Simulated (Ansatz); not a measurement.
Program: Ansatz. Geometries: PBE0-D4/def2-TZVP. ΔE: electronic, gas phase. CCSD(T)/CBS is the MP2 limit (def2-TZVPP, def2-QZVPP) plus CCSD(T) − MP2 in def2-TZVPP, frozen cores. This one scheme is used for every species. DFT in def2-TZVPP. B3LYP here is the variant with VWN-RPA as its local correlation; programs differ in this. HSE06 is defined as in plane-wave codes. For Br outer-core shells are correlated without core-valence functions, which leaves a few kJ/mol of doubt a bond. Scalar relativity is left out up to krypton. Each species was taken in one conformer, which may not be the lowest.

Consider the hydrogenolysis of a B–O bond: `NB(Br)O[SiH3]` + H₂ → `NBBr` + `O[SiH3]`.

| level | ΔE (kcal/mol) | difference from CCSD(T)/CBS |
| --- | --- | --- |
| LDA (SPW92) | 24.3 | 0.8 |
| PBE-D4 | 22.8 | -0.7 |
| BLYP-D4 | 24.3 | 0.8 |
| r2SCAN-D4 | 24.6 | 1.1 |
| B97M-V | 24.3 | 0.8 |
| PBE0-D4 | 22.9 | -0.6 |
| B3LYP-D4 | 24.2 | 0.7 |
| r2SCANh-D4 | 24.5 | 1.0 |
| r2SCAN0-D4 | 24.3 | 0.8 |
| HSE06-D4 | 22.8 | -0.7 |
| BHLYP-D4 | 24.6 | 1.1 |
| CAM-B3LYP-D4 | 23.9 | 0.4 |
| ωB97X-V | 23.1 | -0.4 |
| ωB97M-V | 23.7 | 0.2 |
| B2PLYP | 22.3 | -1.2 |
| PBE-QIDH | 22.9 | -0.6 |
| PBE | 20.7 | -2.8 |
| revPBE | 19.2 | -4.3 |
| BLYP | 20.2 | -3.3 |
| r2SCAN | 24.0 | 0.5 |
| PBE0 | 21.1 | -2.4 |
| B3LYP | 20.9 | -2.6 |
| r2SCANh | 23.9 | 0.4 |
| r2SCAN0 | 23.6 | 0.1 |
| HSE06 | 21.1 | -2.4 |
| BHLYP | 21.7 | -1.8 |
| CAM-B3LYP | 22.0 | -1.5 |
| RPA@PBE/def2-TZVPP | 22.3 | -1.2 |
| HF/def2-SVP | 23.4 | -0.1 |
| MP2/def2-SVP | 27.2 | 3.7 |
| CCSD/def2-SVP | 25.2 | 1.7 |
| CCSD(T)/def2-SVP | 25.9 | 2.4 |
| HF/def2-TZVPP | 21.0 | -2.5 |
| MP2/def2-TZVPP | 24.4 | 0.9 |
| SCS-MP2/def2-TZVPP | 23.2 | -0.3 |
| CCSD/def2-TZVPP | 22.4 | -1.1 |
| MP2/def2-QZVPP | 24.6 | 1.1 |
| SCS-MP2/def2-QZVPP | 23.4 | -0.1 |
| HF/CBS(def2) | 21.1 | -2.4 |
| MP2/CBS(def2) | 24.7 | 1.2 |
| CCSD(T)/CBS | 23.5 | 0 |

Largest T1 diagnostic among the species: 0.011.

Leaving LDA and LC-ωPBE aside and taking each functional with its dispersion term where it has one, the values spread over 2.3 kcal/mol, from B2PLYP to BHLYP-D4. LDA lies +3.6 kcal/mol from PBE without D4. In def2-TZVPP, CCSD(T) changes the Hartree–Fock value by +2.2 kcal/mol (the triples alone add +0.7 kcal/mol) and MP2 by +3.4 kcal/mol.
